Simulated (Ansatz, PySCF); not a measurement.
Another site gives an ion 70035.13 eV lower (`O[SiH2]Br`) at the level CAM-B3LYP-D3(BJ)/def2-TZVPD (PySCF).

Level of theory: CAM-B3LYP-D3(BJ)/def2-TZVPD run with Ansatz (a quantum-chemistry and plane-wave program). No frequencies were computed at this level.

Ansatz 0.2 input:
```yaml
crystal:
  periodic: [false, false, false]
  atoms:
    - { symbol: O, position_ang: [1.143023, -0.162459, 0.384464] }
    - { symbol: Si, position_ang: [-0.422735, 0.041398, 0.000682] }
    - { symbol: H, position_ang: [1.819836, -0.271875, -0.27667] }
    - { symbol: H, position_ang: [-0.916055, -1.112925, -0.7534] }
    - { symbol: H, position_ang: [-0.593756, 1.245987, -0.814323] }
    - { symbol: H, position_ang: [-1.02898, 0.158217, 1.316244] }
basis:
  gaussian: { orbitals: def2-tzvpd }
hamiltonian:
  xc: cam_b3lyp
  dispersion: d3bj
relax:
  max_steps: 150
```

Output:

```
Functional definition: CAM-B3LYP
672 factors; their error is unknown
311 factors; integrals over basis functions are off by at most 2.2e-6 eV
mean field evaluation 1: about -9987.3870 eV, gradient 5.1e1 eV
mean field evaluation 2: about -9983.0319 eV, gradient 7.2e1 eV
mean field evaluation 4: about -9991.4642 eV, gradient 5.4e-1 eV
mean field evaluation 8: about -9991.4688 eV, gradient 1.8e-1 eV
mean field -9991.46880207 eV, -367.1797060151 hartree, gradient 2.1e-5 eV, S^2 0.000000; 0 other end points of the search recorded, 0 dependent functions left out
reference -9991.46891680 eV, -367.1797102315 hartree; 13, 13 occupied and 106, 106 virtual orbitals, 672 factors
relax step   1: F+E_penalty+E_count = -9991.52166866 eV  Δ(F+E_penalty+E_count) = +0.000e0 eV  max|allowed force component| = 6.691e-1 eV/Å  Δτ_max = 0.0000 Å  (26 SCF iters, accepted)
these checks for a lower state are left out or cut short: starts, cluster_reference, orbital_swaps, neighbouring_geometries, increment
672 factors; their error is unknown
311 factors; integrals over basis functions are off by at most 2.1e-6 eV
mean field evaluation 16: about -9991.4975 eV, gradient 2.2e0 eV
mean field -9991.50824005 eV, -367.1811553344 hartree, gradient 1.0e-5 eV, S^2 0.000000; 0 other end points of the search recorded, 0 dependent functions left out
reference -9991.50835505 eV, -367.1811595607 hartree; 13, 13 occupied and 106, 106 virtual orbitals, 672 factors
relax step   2: F+E_penalty+E_count = -9991.56097310 eV  Δ(F+E_penalty+E_count) = -3.930e-2 eV  max|allowed force component| = 2.721e-1 eV/Å  Δτ_max = 0.0556 Å  (31 SCF iters, accepted)
these checks for a lower state are left out or cut short: starts, cluster_reference, orbital_swaps, neighbouring_geometries, increment
672 factors; their error is unknown
311 factors; integrals over basis functions are off by at most 2.2e-6 eV
mean field -9991.51056932 eV, -367.1812409334 hartree, gradient 1.0e-5 eV, S^2 0.000000; 0 other end points of the search recorded, 0 dependent functions left out
reference -9991.51068443 eV, -367.1812451638 hartree; 13, 13 occupied and 106, 106 virtual orbitals, 672 factors
relax step   3: F+E_penalty+E_count = -9991.56328162 eV  Δ(F+E_penalty+E_count) = -2.309e-3 eV  max|allowed force component| = 1.238e-1 eV/Å  Δτ_max = 0.0142 Å  (32 SCF iters, accepted)
these checks for a lower state are left out or cut short: starts, cluster_reference, orbital_swaps, neighbouring_geometries, increment
672 factors; their error is unknown
311 factors; integrals over basis functions are off by at most 2.2e-6 eV
mean field evaluation 32: about -9991.5110 eV, gradient 1.8e-1 eV
mean field -9991.51100642 eV, -367.1812569965 hartree, gradient 1.1e-5 eV, S^2 0.000000; 0 other end points of the search recorded, 0 dependent functions left out
reference -9991.51112147 eV, -367.1812612245 hartree; 13, 13 occupied and 106, 106 virtual orbitals, 672 factors
relax step   4: F+E_penalty+E_count = -9991.56374662 eV  Δ(F+E_penalty+E_count) = -4.650e-4 eV  max|allowed force component| = 1.831e-1 eV/Å  Δτ_max = 0.0170 Å  (31 SCF iters, accepted)
these checks for a lower state are left out or cut short: starts, cluster_reference, orbital_swaps, neighbouring_geometries, increment
672 factors; their error is unknown
311 factors; integrals over basis functions are off by at most 2.2e-6 eV
mean field -9991.51186967 eV, -367.1812887204 hartree, gradient 1.1e-5 eV, S^2 0.000000; 0 other end points of the search recorded, 0 dependent functions left out
reference -9991.51198478 eV, -367.1812929505 hartree; 13, 13 occupied and 106, 106 virtual orbitals, 672 factors
relax step   5: F+E_penalty+E_count = -9991.56460569 eV  Δ(F+E_penalty+E_count) = -8.591e-4 eV  max|allowed force component| = 5.004e-2 eV/Å  Δτ_max = 0.0042 Å  (32 SCF iters, accepted)
these checks for a lower state are left out or cut short: starts, cluster_reference, orbital_swaps, neighbouring_geometries, increment
672 factors; their error is unknown
311 factors; integrals over basis functions are off by at most 2.3e-6 eV
mean field -9991.51191822 eV, -367.1812905044 hartree, gradient 1.1e-5 eV, S^2 0.000000; 0 other end points of the search recorded, 0 dependent functions left out
reference -9991.51203333 eV, -367.1812947347 hartree; 13, 13 occupied and 106, 106 virtual orbitals, 672 factors
relax step   6: F+E_penalty+E_count = -9991.56465752 eV  Δ(F+E_penalty+E_count) = -5.183e-5 eV  max|allowed force component| = 7.865e-4 eV/Å  Δτ_max = 0.0026 Å  (31 SCF iters, accepted)
672 factors; their error is unknown
311 factors; integrals over basis functions are off by at most 2.3e-6 eV
mean field evaluation 64: about -9991.5119 eV, gradient 2.9e-3 eV
mean field -9991.51191822 eV, -367.1812905044 hartree, gradient 5.2e-5 eV, S^2 0.000000; 1 other end points of the search recorded, 0 dependent functions left out
reference -9991.51203333 eV, -367.1812947347 hartree; 13, 13 occupied and 106, 106 virtual orbitals, 672 factors
Total energy: -9991.56477263 eV, -367.1832328683 hartree
Atom 0 at     1.193043    -0.169144     0.390993 Å, force     0.000411    -0.000067    -0.000734 eV/Å
Atom 1 at    -0.396244     0.038195     0.014990 Å, force     0.000048     0.000024     0.000758 eV/Å
Atom 2 at     1.838599    -0.275334    -0.309396 Å, force    -0.000302     0.000054     0.000787 eV/Å
Atom 3 at    -0.928641    -1.119177    -0.740098 Å, force    -0.000338    -0.000682    -0.000159 eV/Å
Atom 4 at    -0.604243     1.256094    -0.801451 Å, force    -0.000144     0.000727    -0.000184 eV/Å
Atom 5 at    -1.101181     0.167710     1.301959 Å, force     0.000325    -0.000057    -0.000467 eV/Å
Dipole moment:     0.072318    -0.016593    -0.260870 e Å
```

Cost: roughly 13 core-seconds.
